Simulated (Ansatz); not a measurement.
Geometry optimisation, RKS PBE/def2-SVP (Ansatz).

The input (input.yaml):

```yaml
crystal:
  periodic: [false, false, false]
  atoms:
    - { symbol: Ge, position_ang: [0.306374, -0.411566, -0.50008] }
    - { symbol: Cl, position_ang: [-0.304068, -0.137477, 2.859916] }
    - { symbol: Cl, position_ang: [1.923418, 0.663304, -1.510636] }
    - { symbol: O, position_ang: [-0.837576, 0.81459, 0.123828] }
    - { symbol: H, position_ang: [-1.439738, 1.052331, -0.611639] }
    - { symbol: Cl, position_ang: [-0.82721, -1.508917, -2.033939] }
    - { symbol: Si, position_ang: [1.324597, -2.037017, 0.831091] }
    - { symbol: H, position_ang: [0.281334, -2.895054, 1.473959] }
    - { symbol: H, position_ang: [2.124147, -2.848145, -0.148619] }
    - { symbol: H, position_ang: [2.263016, -1.459969, 1.850837] }
    - { symbol: H, position_ang: [0.621107, -1.03488, 3.202282] }
basis:
  gaussian: { orbitals: def2-SVP }
hamiltonian:
  xc: pbe
relax:
  f_tol: 0.03
  max_steps: 50
```

Command:

```bash
$ ansatz run input.yaml --threads 4 --pin off --max-ram 5120MiB --backend cpu --events-out ev --progress --plain --runs-dir out
```

**Question.** Where does it end, and by what steps?

**Answer.** It converged. The force dipped under the threshold on the way, but the program's further checks kept it going. After 11 steps the energy has fallen by 0.235 eV; H11 moved furthest, 1.16 Å.

| step | energy less start (eV) | largest force component (eV/Å) | accepted |
| --- | --- | --- | --- |
| 0 | 0.0000 | 0.707 | yes |
| 1 | -0.1187 | 0.330 | yes |
| 2 | -0.1667 | 0.327 | yes |
| 3 | -0.1917 | 0.348 | yes |
| 4 | -0.2025 | 0.436 | yes |
| 5 | -0.2258 | 0.064 | yes |
| 6 | -0.2314 | 0.018 | yes |
| 7 | -0.2114 | 0.814 | no |
| 8 | -0.2336 | 0.052 | yes |
| 9 | -0.2325 | 0.208 | no |
| 10 | -0.2346 | 0.007 | yes |
| 11 | -0.2347 | 0.024 | yes |

```xyz
11
Properties=species:S:1:pos:R:3
Ge 0.322 -0.509 -0.746
Cl -0.287 -0.134 3.115
Cl 1.795 0.751 -1.766
O -0.792 0.552 0.164
H -1.219 1.208 -0.421
Cl -0.819 -1.504 -2.328
Si 1.400 -2.127 0.650
H 0.368 -2.943 1.367
H 2.175 -2.990 -0.303
H 2.332 -1.434 1.597
H 0.160 -0.673 4.208
```

Whether the end is a true minimum wasn't checked by a vibrational analysis.

Time of the run: 27 s on 4 threads of Arm Neoverse V1, on a shared host, peak memory 0.23 GiB.
